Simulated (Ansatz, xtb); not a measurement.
## Relative energy of two conformers of CH7AlSiTe

We compare a, `C[SiH2][Te][AlH2]`, a singlet, with b, `C[SiH2][Te][AlH2]`, a singlet. Both are isolated molecules in the gas phase, relaxed with B3LYP-D3(BJ)/def2-SVP.

a (Å):

| atom | x (Å) | y (Å) | z (Å) |
| --- | --- | --- | --- |
| C | 2.1666 | -0.0250 | 0.9027 |
| Al | -3.1793 | -0.6062 | 0.4025 |
| Si | 0.3226 | 0.3440 | 0.9703 |
| Te | -0.9157 | -1.6828 | 0.0643 |
| H | 2.4102 | -0.9084 | 1.5129 |
| H | 2.7408 | 0.8331 | 1.2890 |
| H | 2.4876 | -0.2196 | -0.1323 |
| H | -0.1190 | 0.6030 | 2.3701 |
| H | -0.0142 | 1.5349 | 0.1397 |
| H | -3.2455 | 0.8548 | 1.0085 |
| H | -4.4609 | -1.4374 | -0.0062 |

b (Å):

```csv
atom,x (Å),y (Å),z (Å)
C,0.2579,-1.9085,-0.6808
Al,-1.7235,1.5782,-1.6843
Si,0.3934,-0.4551,0.5058
Te,-1.8169,0.7823,0.7138
H,0.0257,-1.5552,-1.6973
H,-0.5381,-2.5979,-0.3605
H,1.2105,-2.4630,-0.7166
H,0.7174,-0.9163,1.8860
H,1.4458,0.4991,0.0556
H,-2.9034,2.4829,-2.2217
H,-0.4919,1.1390,-2.5787
```

Estimate which is lower in electronic energy at CCSD(T)/def2-SVP + ΔMP2/def2-TZVPP, and by roughly how much.

Too close to call at this level: CCSD(T)/def2-SVP + ΔMP2/def2-TZVPP gives E(b) − E(a) = −1.69 kJ/mol.

Level by level:

```json
{"level": "B3LYP-D3(BJ)/def2-SVP", "geometry": "B3LYP-D3(BJ)/def2-SVP", "E(b) − E(a) (kJ/mol)": "−2.20", "departure from the last row (kJ/mol)": "−0.50", "job, with rough time for the two": "optimisation, 2.8 min"}
{"level": "HF/def2-SVP", "geometry": "B3LYP-D3(BJ)/def2-SVP", "E(b) − E(a) (kJ/mol)": "+0.30", "departure from the last row (kJ/mol)": "+1.99", "job, with rough time for the two": "part of the CCSD(T) run"}
{"level": "MP2/def2-SVP", "geometry": "B3LYP-D3(BJ)/def2-SVP", "E(b) − E(a) (kJ/mol)": "−1.57", "departure from the last row (kJ/mol)": "+0.13", "job, with rough time for the two": "part of the CCSD(T) run"}
{"level": "CCSD(T)/def2-SVP", "geometry": "B3LYP-D3(BJ)/def2-SVP", "E(b) − E(a) (kJ/mol)": "−1.71", "departure from the last row (kJ/mol)": "−0.02", "job, with rough time for the two": "single point"}
{"level": "CCSD(T)/def2-SVP + ΔMP2/def2-TZVPP", "geometry": "B3LYP-D3(BJ)/def2-SVP", "E(b) − E(a) (kJ/mol)": "−1.69", "departure from the last row (kJ/mol)": "", "job, with rough time for the two": "single point, 32 s"}
```

The largest departure from CCSD(T)/def2-SVP + ΔMP2/def2-TZVPP is that of HF/def2-SVP, 1.99 kJ/mol. Levels run at GFN2-xTB geometries aren't shown. The last row adds to CCSD(T) the change of the MP2 difference between the two basis sets, here +0.02 kJ/mol.

With harmonic frequencies from B3LYP-D3(BJ)/def2-SVP (ideal gas, rigid rotor, one conformer each, 298.15 K, 1 atm): on the last row, ΔE + ΔZPE = −1.43 kJ/mol. A mode under 50 cm⁻¹ makes harmonic enthalpies and free energies unreliable, so none is given.

The correlated steps freeze 15 core orbitals; the filled d shell of Te is correlated, in a basis made for valence electrons. Atoms past krypton carry core potentials in the def2 sets and no spin–orbit term is included. Codes used: Ansatz 0.2.0; the last row on 2 threads of Arm Neoverse V2 on a shared host.
